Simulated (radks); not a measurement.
The neodymium ion Nd2+ inside a hard spherical wall (all orbitals vanish at R), configuration held at [Xe] 4f4 and not refilled when levels cross. Method: scalar-relativistic Kohn-Sham, r2SCAN, spin-polarised, spherical densities, finite nucleus; open shells are filled with parallel spins first (spin-orbit coupling, left out, can overturn this in heavy ions); meta-GGA in the generalised Kohn-Sham scheme; Fermi nuclear charge, rms radius 4.9123 fm; computed with a radial shooting solver on a logarithmic mesh with Libxc functionals. Eigenvalues in eV for spin up, with the zero of energy where the potential of the charges vanishes at infinity; a dash marks a level that is unbound or too diffuse for the functional's potential to be trusted. A positive occupied level is held by the wall or, in an anion where self-interaction has pushed it up, behind a barrier. The pressure on the wall is -dE/dV.

\begin{tabular}{lrrrrrrrrr}
R (bohr) & E (hartree) & kinetic (hartree) & e(4d) & e(5s) & e(5p) & e(4f) & e(5d, empty) & e(6s, empty) & pressure (GPa) \\ \hline
free & -9624.0592 & 10242.593 & -132.85 & -55.346 & -36.231 & -15.259 & -13.360 & -12.590 & 0 \\
12 & -9624.0592 & 10242.593 & -132.85 & -55.346 & -36.231 & -15.259 & -13.360 & -12.590 & < 0.0001 \\
10 & -9624.0592 & 10242.593 & -132.85 & -55.346 & -36.231 & -15.259 & -13.360 & -12.585 & < 0.0001 \\
8 & -9624.0591 & 10242.593 & -132.85 & -55.344 & -36.230 & -15.257 & -13.351 & -12.510 & 0.000990 \\
5 & -9624.0527 & 10242.660 & -132.57 & -55.152 & -36.047 & -14.997 & -12.625 & -9.338 & 1.41 \\
3.5 & -9623.8190 & 10244.419 & -129.05 & -52.591 & -33.209 & -11.665 & -6.762 & 8.657 & 113 \\
2.5 & -9621.1919 & 10257.974 & -112.99 & -38.414 & -15.887 & 4.000 & 19.701 & 76.878 & 2720 \\
\end{tabular}
